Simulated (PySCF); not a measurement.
Species: C7H9F.
Structure used (GFN2-xTB), in Å, numbered top down from 1:
```
atom  x, y, z in Å
C1     2.7913    0.7393    0.3688
C2     1.7480    0.3686   -0.3477
C3     1.0464   -0.9475   -0.2008
C4    -0.3644   -0.7599    0.1675
C5    -1.3788   -0.0104    0.4882
C6    -1.9906    1.3035    0.7256
F7    -2.9955    1.5610   -0.1876
C8    -1.6377   -1.4949    0.4920
H9     3.2644    1.6970    0.2354
H10    3.2218    0.0966    1.1194
H11    1.3279    1.0297   -1.0935
H12    1.5378   -1.5655    0.5575
H13    1.0830   -1.4977   -1.1487
H14   -2.4612    1.3460    1.7165
H15   -1.2537    2.1082    0.6166
H16   -2.2199   -1.9403   -0.3068
H17   -1.7259   -2.0217    1.4370
```

NICS = −σ at a ghost point: NICS(0) at the centroid of the ring atoms, NICS(1) 1 Å to either side along the normal of their mean plane, zz for the tensor component along that normal. Level: GIAO PBE0/pcSseg-1 (PySCF, non-relativistic, gas phase) on the GFN2-xTB geometry, one conformer.

Ring bond lengths (Å), with Mayer bond orders in brackets: C4–C5 1.301 (1.66), C5–C8 1.507 (0.90), C8–C4 1.506 (0.92).

Task: What do the NICS probes read (ppm)?

Result: 
```tsv
ring	type	NICS(0)	NICS(1), two faces	NICS(1)zz, two faces	rms pucker (Å)	centre to ring atoms, mean (Å)
C4–C5–C8	3-membered carbocycle; formal bonds 1 double, 2 single	-30.1	-7.5 / -7.3	-14.9 / -14.5	0.00	0.83
```

Task: What can be read from them?

Result: 
- C4–C5–C8: mean NICS(1)zz -14.7 ppm, shielded. C8 has four or more neighbours; no verdict on aromaticity is drawn. NICS(0) lies 23 ppm below the mean NICS(1).

Task: What are the shieldings of the ring atoms and their hydrogens in the same run (means over atoms taken as equivalent)?

Result: 
```json
{"atoms": "C4", "environment": "fully substituted alkene carbon", "σ isotropic (ppm)": "56.4", "principal values of the symmetric part, first atom (ppm)": "-76.8, 84.1, 162.0"}
{"atoms": "C5", "environment": "fully substituted alkene carbon", "σ isotropic (ppm)": "71.1", "principal values of the symmetric part, first atom (ppm)": "-66.1, 112.2, 167.0"}
{"atoms": "C8", "environment": "allylic carbon", "σ isotropic (ppm)": "174.8", "principal values of the symmetric part, first atom (ppm)": "141.3, 148.0, 235.2"}
{"atoms": "H16 (×2)", "environment": "methylene hydrogen", "σ isotropic (ppm)": "30.61", "principal values of the symmetric part, first atom (ppm)": "25.4, 27.4, 38.6"}
```
